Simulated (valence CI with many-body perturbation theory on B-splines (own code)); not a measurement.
## E1 transitions of Mn V

Level of theory: valence CI with perturbative core correlation (CI+MBPT): three valence electrons over a frozen Dirac-Fock core [Ar], a basis of 9 s, 9 p, 10 d, 8 f, 5 g, 3 h, 1 i functions for each j, with the one-electron correlation potential Σ1 (screened to all orders), the two-electron term Σ2, the three-electron term Σ3, Breit, model QED; selected single and double excitations, second order for the rest, scaled by the run's own slope (own B-spline code, finite nucleus).

Against 62 measured levels this calculation errs by 835 cm⁻¹ on average and by 1518 at most. These come from a selection out of Corliss and Sugar, J. Phys. Chem. Ref. Data 6, 1253 (1977). Levels without a partner in it may be off by more, other configurations by 1,000 to 8,000 cm⁻¹.

Lines 1 to 50 of 266 in falling wavelength, among levels below 270780 cm⁻¹, chosen from the strongest by gf and those to the six lowest levels. Wavelengths and rates use the calculated energies, so an error of 800 cm⁻¹ moves a line at 161.7 nm by 1.3 % and its rate by three times that or more. Electric multipoles are in the length gauge, E1 and E2 with the static RPA response of the core. Weak lines are less certain than strong ones. Lines between different terms over intervals too small for the method are left out, as are lines whose strength nearly cancels. Where a level lies close to another of its J and parity, the split of strength between their lines is uncertain. The highest levels of a list are the least certain.

Names give the largest LS component (configuration and term), which can be under half, so a name can repeat, a term be missing and a line seem to break the LS rules; names also repeat where a configuration has a term twice. Letters in brackets count levels of one name in rising energy.

```tsv
λ vac (nm)	λ from measured levels	Upper	Lower	A (s⁻¹)	S (a.u.) with core polarisation	S without
213.4		3d2 4p 2D°_5/2 [a]	3d2 4s 2P_3/2	4.55e+07	1.31e+00	1.50e+00
212.7		3d2 4p 2G°_7/2 [a]	3d2 4s 2G_7/2	1.39e+07	5.29e-01	6.10e-01
209.3		3d2 4p 2G°_9/2 [a]	3d2 4s 2G_9/2	1.52e+07	6.88e-01	7.94e-01
187.7		3d2 4p 2S°_1/2	3d2 4s 2P_3/2	2.93e+08	1.92e+00	2.20e+00
186.7		3d2 4p 4D°_7/2 [a]	3d2 4s 2D_5/2	2.26e+07	5.81e-01	6.68e-01
186.0		3d2 4p 2S°_1/2	3d2 4s 2P_1/2	1.76e+08	1.12e+00	1.28e+00
174.4		3d2 4p 2F°_7/2 [b]	3d2 4s 2G_9/2	2.31e+07	4.83e-01	5.53e-01
162.1		3d2 4p 2G°_7/2 [b]	3d2 4s 2G_7/2	6.27e+08	1.05e+01	1.21e+01
162.1		3d2 4p 2G°_7/2 [b]	3d2 4s 2G_9/2	2.95e+07	4.96e-01	5.67e-01
161.7	162.1	3d2 4p 2F°_7/2 [a]	3d2 4s 2F_7/2	4.26e+08	7.12e+00	8.10e+00
161.7		3d2 4p 2G°_9/2 [b]	3d2 4s 2G_9/2	6.69e+08	1.39e+01	1.60e+01
161.0		3d2 4p 4S°_3/2	3d2 4s 4P_5/2	1.58e+08	1.31e+00	1.50e+00
161.0	161.4	3d2 4p 2F°_5/2 [a]	3d2 4s 2F_5/2	5.19e+08	6.41e+00	7.29e+00
160.0	160.6	3d2 4p 4D°_5/2 [a]	3d2 4s 2F_7/2	8.64e+07	1.05e+00	1.19e+00
159.5		3d2 4p 4S°_3/2	3d2 4s 4P_3/2	1.64e+08	1.31e+00	1.50e+00
159.0	159.7	3d2 4p 2D°_3/2 [a]	3d2 4s 2F_5/2	2.61e+08	2.08e+00	2.36e+00
158.7		3d2 4p 4S°_3/2	3d2 4s 4P_1/2	9.17e+07	7.23e-01	8.30e-01
158.0	158.5	3d2 4p 4D°_7/2 [a]	3d2 4s 2F_7/2	1.81e+08	2.83e+00	3.22e+00
157.3		3d2 4p 2P°_3/2	3d2 4s 4P_5/2	2.71e+08	2.08e+00	2.38e+00
157.3	157.8	3d2 4p 4D°_5/2 [a]	3d2 4s 2F_5/2	9.51e+07	1.10e+00	1.25e+00
156.9	157.6	3d2 4p 2D°_5/2 [a]	3d2 4s 2F_7/2	4.95e+08	5.67e+00	6.45e+00
156.8		3d2 4p 4S°_3/2	3d2 4s 2D_5/2	2.95e+08	2.25e+00	2.57e+00
156.4	157.0	3d2 4p 4D°_3/2 [a]	3d2 4s 2F_5/2	3.12e+08	2.35e+00	2.68e+00
155.8		3d2 4p 2P°_3/2	3d2 4s 4P_3/2	5.49e+07	4.10e-01	4.70e-01
154.7	154.8	3d2 4p 4G°_5/2	3d2 4s 4F_5/2	1.67e+08	1.83e+00	2.10e+00
154.0	154.1	3d2 4p 4G°_7/2	3d2 4s 4F_7/2	2.15e+08	3.10e+00	3.54e+00
153.8	153.9	3d2 4p 4G°_5/2	3d2 4s 4F_3/2	5.35e+08	5.77e+00	6.59e+00
153.7		3d2 4p 2F°_7/2 [b]	3d2 4s 4P_5/2	3.28e+07	4.70e-01	5.36e-01
153.3		3d2 4p 2P°_3/2	3d2 4s 2D_5/2	3.98e+08	2.83e+00	3.23e+00
153.2	153.3	3d2 4p 4G°_9/2	3d2 4s 4F_9/2	1.94e+08	3.45e+00	3.94e+00
152.8		3d2 4p 2F°_5/2 [b]	3d2 4s 2D_3/2	5.40e+08	5.71e+00	6.51e+00
152.7	152.8	3d2 4p 4G°_7/2	3d2 4s 4F_5/2	5.16e+08	7.26e+00	8.29e+00
152.4		3d2 4p 2F°_5/2 [b]	3d2 4s 2D_5/2	1.30e+08	1.36e+00	1.55e+00
152.3		3d2 4p 4D°_3/2 [b]	3d2 4s 4P_5/2	5.40e+07	3.77e-01	4.31e-01
151.8	152.0	3d2 4p 4F°_3/2	3d2 4s 4F_5/2	2.20e+08	1.52e+00	1.74e+00
151.8	152.0	3d2 4p 4F°_7/2	3d2 4s 4F_9/2	1.25e+08	1.73e+00	1.97e+00
151.8	152.0	3d2 4p 4F°_5/2	3d2 4s 4F_7/2	2.14e+08	2.21e+00	2.53e+00
151.7		3d2 4p 4D°_1/2 [b]	3d2 4s 4P_3/2	1.43e+08	4.94e-01	5.65e-01
151.6	151.7	3d2 4p 4G°_9/2	3d2 4s 4F_7/2	5.74e+08	9.86e+00	1.13e+01
151.5		3d2 4p 2P°_1/2	3d2 4s 2D_3/2	7.19e+08	2.47e+00	2.82e+00
151.1	150.8	3d2 4p 2G°_7/2 [a]	3d2 4s 2F_7/2	4.03e+07	5.50e-01	6.24e-01
150.9	151.1	3d2 4p 4F°_3/2	3d2 4s 4F_3/2	5.53e+08	3.76e+00	4.30e+00
150.9		3d2 4p 4D°_1/2 [b]	3d2 4s 4P_1/2	6.00e+08	2.04e+00	2.33e+00
150.9		3d2 4p 4D°_3/2 [b]	3d2 4s 4P_3/2	2.77e+08	1.88e+00	2.15e+00
150.9		3d2 4p 4D°_5/2 [b]	3d2 4s 4P_5/2	1.47e+08	1.50e+00	1.71e+00
150.5	150.7	3d2 4p 4F°_5/2	3d2 4s 4F_5/2	4.15e+08	4.19e+00	4.79e+00
150.4	150.4	3d2 4p 4G°_11/2	3d2 4s 4F_9/2	8.02e+08	1.61e+01	1.84e+01
150.2	150.4	3d2 4p 4F°_7/2	3d2 4s 4F_7/2	4.58e+08	6.12e+00	7.00e+00
150.2		3d2 4p 4D°_3/2 [b]	3d2 4s 4P_1/2	2.68e+08	1.79e+00	2.05e+00
150.1	150.2	3d2 4p 4F°_9/2	3d2 4s 4F_9/2	6.05e+08	1.01e+01	1.15e+01
```
